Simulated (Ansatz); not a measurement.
All values below come from frozen-core CCSD(T)/def2-TZVPP // M06-2X/def2-TZVP (Ansatz, an electronic-structure program).

Ansatz 0.2 input:
```yaml
crystal:
  periodic: [false, false, false]
  atoms:
    - { symbol: In, position_ang: [-0.000018, -0.000163, 0.000102] }
    - { symbol: H, position_ang: [-0.638993, 1.617916, 0.05467] }
    - { symbol: H, position_ang: [-1.082592, -1.362509, -0.035799] }
    - { symbol: H, position_ang: [1.721577, -0.255256, -0.019334] }
basis:
  gaussian: { orbitals: def2-TZVPP }
correlation:
  method: ccsd_t
```

Output:

```
Functional definition: HF
709 factors; integrals over basis functions are off by at most 1.0e-3 eV
mean field evaluation 1: about -5194.6233 eV, gradient 9.3e0 eV
mean field evaluation 2: about -5194.6233 eV, gradient 9.3e0 eV
mean field evaluation 4: about -5195.0304 eV, gradient 1.3e0 eV
mean field evaluation 8: about -5195.0344 eV, gradient 2.0e-4 eV
mean field -5195.03436401 eV, -190.9139915566 hartree, gradient 1.8e-6 eV, S^2 0.000000; 0 other end points of the search recorded, 0 dependent functions left out
4 core orbitals not correlated
reference -5195.03436401 eV, -190.9139915566 hartree; 8, 8 occupied and 80, 80 virtual orbitals, 709 factors
second order -8.26068863 eV of doubles, -0.00000000 eV of singles
cycle   1  -8.32601589 eV  change   -6.5e-2 eV  update   7.6e-2
cycle   2  -8.60182275 eV  change   -2.8e-1 eV  update   2.4e-2
cycle   3  -8.63408114 eV  change   -3.2e-2 eV  update   9.8e-3
cycle   4  -8.63081652 eV  change    3.3e-3 eV  update   2.4e-3
cycle   5  -8.63058517 eV  change    2.3e-4 eV  update   5.6e-4
cycle   6  -8.63049350 eV  change    9.2e-5 eV  update   1.7e-4
cycle   7  -8.63048811 eV  change    5.4e-6 eV  update   4.3e-5
cycle   8  -8.63050878 eV  change   -2.1e-5 eV  update   1.4e-5
cycle   9  -8.63051031 eV  change   -1.5e-6 eV  update   3.9e-6
perturbative correction -0.20081893 eV, -0.0073799596 hartree
Total energy: -5203.86569325 eV, -191.2385369202 hartree
```

Cost: very roughly 5 core-seconds.
